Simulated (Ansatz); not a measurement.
Consider the ligand exchange at the In–O bond: `[OH][InH][Br]` + silanol → `[SiH3][O][InH][Br]` + H₂O.

Calculated with Ansatz (gas phase, PBE0-D4/def2-TZVP geometries, no zero-point term in ΔE). CBS: MP2 limit from def2 TZ/QZ plus the TZ coupled-cluster correction, frozen cores. This one scheme is used for every species. DFT in def2-TZVPP. B3LYP here is the variant with VWN-RPA as its local correlation; programs differ in this. Elements past krypton have def2 core potentials. For Br, In outer-core shells are correlated without core-valence functions, which leaves a few kJ/mol of doubt a bond. Scalar relativity is left out up to krypton. Each species was taken in one conformer, which may not be the lowest.

`[OH][InH][Br]`:

```xyz
5

O    -1.024   -0.923   -0.527
In    0.359    0.300    0.167
Br   -0.696    2.003    1.584
H    -0.670   -1.615   -1.092
H     2.031    0.235   -0.132
```

`O[SiH3]`:

Cartesian coordinates in Å:
```
O 0.230 -0.035 1.260
Si -0.156 0.150 -0.331
H 0.775 -0.783 1.505
H 1.059 0.317 -1.175
H -0.992 1.369 -0.407
H -0.917 -1.019 -0.851
```

`[SiH3][O][InH][Br]`:

```xyz
8

Si    0.250    0.027    1.417
O     0.679    0.494   -0.089
In   -0.010    0.196   -1.907
Br   -2.012   -1.229   -1.848
H    -1.115    0.508    1.770
H     1.223    0.601    2.384
H     0.263   -1.457    1.552
H     0.722    0.860   -3.278
```

H₂O:

Z-matrix (Å, degrees):
```
O
H 1 0.960
H 1 0.960 2 105.1
```

```tsv
level	ΔE (kcal/mol)
BLYP-D4	-4.5
BHLYP-D4	-6.8
r2SCAN	-4.5
B3LYP	-3.7
CCSD(T)/def2-SVP	-7.2
MP2/def2-TZVPP	-6.2
SCS-MP2/def2-TZVPP	-6.0
MP2/CBS(def2)	-6.5
```

What does CCSD(T)/CBS give? (Estimate.)

The calculation gave: -6.5 kcal/mol. The listed levels differ from it by 2.0, -0.3, 2.0, 2.8, -0.7, 0.3, 0.5, 0.0 kcal/mol.

Largest T1 diagnostic among the species: 0.014.

From BLYP to BHLYP (50 % exact exchange), in def2-TZVPP and without D4, ΔE moves by −2.2 kcal/mol. At CCSD(T), def2-SVP lies −0.7 kcal/mol from the extrapolated value and def2-TZVPP +0.3 kcal/mol. Leaving LDA and LC-ωPBE aside and taking each functional with its dispersion term where it has one, the values, not all of them listed here, spread over 2.6 kcal/mol, from BHLYP-D4 to PBE-D4.
